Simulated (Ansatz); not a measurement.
Reaction (formal exchange of groups at a C–N bond): `CN[SiH](N)[SiH3]` + `[SiH3][Al]1[CH2][SiH2]1` → `C[SiH2][Al]1[CH2][SiH2]1` + `N[SiH](N)[SiH3]`

Isolated molecules relaxed with PBE0-D4/def2-TZVP in Ansatz; ΔE leaves out vibrations. CCSD(T)/CBS adds triple-zeta CCSD(T) − MP2 to the extrapolated MP2 energy (def2 sets, frozen cores). DFT in def2-TZVPP. B3LYP here is the variant with VWN-RPA as its local correlation; programs differ in this. One conformer a species, not always the lowest.

```
        level  ΔE (eV)
      PBE0-D4    -0.79
     B3LYP-D4    -0.76
       B2PLYP    -0.79
MP2/CBS(def2)    -0.86
```

Question: What does CCSD(T)/CBS give? (Best estimate.)

Answer: Computed: -0.81 eV. The listed levels differ from it by 0.02, 0.05, 0.02, -0.05 eV.

Largest T1 diagnostic among the species: 0.014.

In def2-TZVPP, CCSD(T) changes the Hartree–Fock value by −0.05 eV (the triples alone add −0.00 eV) and MP2 by −0.10 eV.
